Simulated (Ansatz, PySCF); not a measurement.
CH$_{7}$NO$_{3}$Si, singlet, at a GFN2-xTB geometry. Base run: CASSCF(4,3)/STO-3G run with PySCF.

PySCF was given this input:
```python
from pyscf import gto, scf, mcscf
import numpy

mol = gto.M(
    atom='''
C     2.35992350    0.00629650   -0.30229567
N     1.04727842    0.39132405   -0.77147138
Si   -0.41597481   -0.00712654    0.04420250
O    -0.24984770    0.32805908    1.63302467
O    -1.63730026    0.90694857   -0.51317529
O    -0.83304840   -1.56279144   -0.21531435
H     2.58980455   -1.04831452   -0.49342358
H     2.41287775    0.18002737    0.77071957
H     3.11889357    0.62121180   -0.78897646
H     1.00265828    0.36006325   -1.77867598
H     0.34055866   -0.20554754    2.15511225
H    -1.61424311    1.83874225   -0.31829187
H    -1.75582144   -1.80118806   -0.18750546
''',
    basis='sto-3g',
    verbose=4,
)

mf = scf.RHF(mol)
mf.kernel()
mc = mcscf.CASSCF(mf, 3, 4)
mc.fix_spin_(ss=0.0)
mc.kernel()
occ = numpy.linalg.eigvalsh(mc.fcisolver.make_rdm1(mc.ci, mc.ncas, mc.nelecas))[::-1]
ss = mc.fcisolver.spin_square(mc.ci, mc.ncas, mc.nelecas)[0]
print('natural occupations', occ.round(4), ' <S^2>', round(ss, 4))
```

Programs used: Ansatz (an electronic-structure program), PySCF; a row that names a program was run with it.

Each row names what was changed in the base input (with any setting that the change needs).

```
change                                                ΔE vs base (mEh)                 natural occupations  <S^2> of the state
----------------------------------------------------  ----------------  ----------------------------------  ------------------
base                                                             0.000                      2.00 1.98 0.02                0.00
active space = 4 electrons, 5 orbitals                         -11.416            1.99 1.98 0.02 0.01 0.00                0.00
code = ansatz; correction = SC-NEVPT2, all electrons            -217.7                                   -                   -
correction = SC-NEVPT2                                          -215.4                      2.00 1.98 0.02                0.00
orbitals = fixed (CASCI); correction = SC-NEVPT2                -213.1                      2.00 2.00 0.00                0.00
active space = 6 electrons, 7 orbitals                         -36.602  1.99 1.98 1.98 0.02 0.02 0.01 0.00                0.00
active space = 8 electrons, 7 orbitals                         -27.783  2.00 1.99 1.98 1.98 0.02 0.02 0.01                0.00
orbitals = fixed (CASCI)                                        11.665                      2.00 2.00 0.00                0.00
active space = 4 electrons, 4 orbitals                         -24.596                 1.98 1.98 0.02 0.02                0.00
code = ansatz                                                   -7.280                                   -                   -
conv_tol = 1e-5                                                  0.002                      2.00 1.98 0.02                0.00
```

Active orbitals are taken around the Fermi level unless the row says otherwise; CASSCF can end in different local minima, and two programs can end on different orbitals. State-averaged rows give the lowest state.
